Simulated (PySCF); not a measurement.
Si(H)(Et)(Vi)(OH), SMILES C(=C)[SiH](CC)O at its GFN2-xTB optimised geometry (Å):

```
16

Si     0.1279    -0.2180     0.0000
O     -0.4210    -1.0388     1.2979
C     -0.4632     1.5737     0.0000
C     -1.2775     2.1015     0.9003
C     -0.5731    -1.1652    -1.4907
C     -0.1292    -2.6230    -1.5263
H      1.5995    -0.2180     0.0000
H     -0.2897    -0.7077     2.1819
H     -0.1080     2.2129    -0.7982
H     -1.6712     1.5173     1.7175
H     -1.5995     3.1319     0.8690
H     -0.2619    -0.6738    -2.4136
H     -1.6637    -1.1281    -1.4721
H     -0.4398    -3.1319    -0.6178
H     -0.5645    -3.1425    -2.3790
H      0.9537    -2.6920    -1.6004
```

Calculation: CAM-B3LYP/def2-TZVP (PySCF). Cells within 0.4 Å of a nucleus heavier than hydrogen are left out (blank, or x).

Map of the log10 of the electron density (e/bohr³), floored at −4 on the plane z = 1.0 Å:

```
|0000000000000000000000000000000|
|0000000000000000000000000000000|
|0000000000111000000000000000000|
|0000000012232210000000000000000|
|0000000123444321000000000000000|
|0000000235665432100000000000000|
|0000001346887643211000000000000|
|0000001356898654321000000000000|
|0000002356898765432100000000000|
|00000023568xx876543100000000000|
|00000023568xx876543210000000000|
|0000002356788776543210000000000|
|0000001345666666543321100000000|
|0000001234555566554432200000000|
|0000000123345566555443210000000|
|0000000012345677665554310000000|
|0000000012457888765554310000000|
|0000000012467999765543210000000|
|00000000134689x9765433210000000|
|0000000012457898754322100000000|
|0000000002356777643211000000000|
|0000000001234555432100000000000|
|0000000000123343321000000000000|
|0000000000012222210000000000000|
|0000000000001111100000000000000|
|0000000000000111000000000000000|
|0000000000000000000000000000000|
|0000000000000000000000000000000|
|0000000000000000000000000000000|
|0000000000000000000000000000000|
|0000000000000000000000000000000|
```
Scale: ten equal steps from -4.00 (start of '0') to -0.189 (end of '9'), in the order '0123456789'; x runs from -5.50 to 5.50, y from -5.50 (bottom) to 5.50 (top).
